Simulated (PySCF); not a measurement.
# Bond length, frequency and bond energy of CeB by level of theory

State: sextet, about 1.2 electrons in the 4f shell (Mulliken), real f orbitals that mix terms. Set-up: Ce x2c-SVPall, B x2c-SVPall; spin-free X2C with a Gaussian nucleus (PySCF 2.14). De refers to Ce (4f1 5d1 6s2) + B in their high-spin ground configurations, without counterpoise correction. The functionals are run spin-unrestricted. A positive dipole means Ce(−)B(+). Levels whose curve was spin-contaminated or gave no clean fit are not listed.

```
      Level  Re (Å)  ωe (cm⁻¹)  De (eV)  μ (D)  CPU s a point (SCF and correlation, without the integrals)
        UHF   2.339        548      n/a  -5.41                                                         1.5
    UHF-MP2   2.289        584      n/a    n/a                                                         2.4
UHF-SCS-MP2   2.284        586      n/a    n/a                                                         n/a
   UHF-CCSD   2.316        541     2.54    n/a                                                         n/a
UHF-CCSD(T)   2.324        531     2.68    n/a                                                          66
        PBE   2.305        512     3.70  -3.75                                                         9.3
     PBEsol   2.288        529     4.02  -3.71                                                         9.2
       PBE0   2.282        559     3.23  -4.05                                                         5.3
      ωB97X   2.255        591     2.57  -4.18                                                          14
```

The bond length runs from 2.255 Å (ωB97X) to 2.339 Å (UHF). De spans 2.54 eV (UHF-CCSD, coupled cluster) to 4.02 eV (PBEsol, GGA).

Correlated steps freeze 19 core orbitals. Correlated levels converge slowly with the basis: in double zeta they bind strong bonds too weakly, by up to about 1 eV, and carry superposition errors of some tenths. Spin–orbit coupling is left out, which matters for elements this heavy, above all for dissociation energies. Counting both spins, an empty level lies below a filled one in some of these solutions, because spin and occupation are held. With d or f electrons several states lie close, and the lowest PBE0 determinant need not be the measured ground state.

The whole job (state search and all levels along the bond) took about 16 min on 2 threads of Intel Xeon 6975P-C (shared host), peak memory 3.3 GiB.
